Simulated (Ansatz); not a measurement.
Born–Oppenheimer molecular dynamics of C2H8AlNO (13 atoms, charge 0, multiplicity 1). It starts from a relaxed structure.

These are results of Ansatz 0.2.0, RKS CAM-B3LYP-D4/6-31G, not measurements.

```json
{
  "ensemble": "NVT, Langevin thermostat",
  "time step": "0.5 fs",
  "steps asked": "150",
  "set temperature": "700 K",
  "friction": "0.005 /fs",
  "seed": "878268"
}
```

First frame:

```xyz
13
Properties=species:S:1:pos:R:3
C -1.513 -1.260 -0.763
O -1.130 -0.380 0.324
C 0.259 -0.228 0.517
N 0.875 0.769 -0.506
Al 1.077 1.284 1.480
H -1.173 -0.874 -1.732
H -1.099 -2.264 -0.612
H -2.600 -1.306 -0.753
H 0.801 -1.175 0.421
H 1.585 0.427 -1.144
H 0.168 1.323 -0.985
H 0.197 2.584 1.768
H 2.574 1.066 2.000
```

Problem. How far do the bonds stretch over the last three quarters of this one trajectory? (Pairs bonded in most of those frames.)

Solution. 
| bond | mean (Å) | spread (Å) | shortest | longest |
| --- | --- | --- | --- | --- |
| C1–O2 | 1.467 | 0.044 | 1.40 | 1.54 |
| C1–H6 | 1.101 | 0.014 | 1.07 | 1.13 |
| C1–H7 | 1.100 | 0.016 | 1.07 | 1.13 |
| C1–H8 | 1.099 | 0.029 | 1.05 | 1.15 |
| O2–C3 | 1.426 | 0.052 | 1.34 | 1.51 |
| C3–N4 | 1.590 | 0.041 | 1.54 | 1.68 |
| C3–Al5 | 1.977 | 0.043 | 1.92 | 2.07 |
| C3–H9 | 1.095 | 0.016 | 1.07 | 1.12 |
| N4–Al5 | 2.036 | 0.060 | 1.94 | 2.13 |
| N4–H10 | 1.020 | 0.032 | 0.97 | 1.09 |
| N4–H11 | 1.026 | 0.051 | 0.94 | 1.11 |
| Al5–H12 | 1.603 | 0.028 | 1.55 | 1.67 |
| Al5–H13 | 1.608 | 0.050 | 1.53 | 1.69 |

Mean temperature of the second half: 480 K. The mean temperature of the second half is 31 % below the set value. A run of 0.075 ps of so small a system gives no equilibrium averages. Limits of this set-up: no polarisation functions.

The run took 7.4 min on 1 thread of Arm Neoverse V2, on a shared host, peak memory 0.14 GiB.
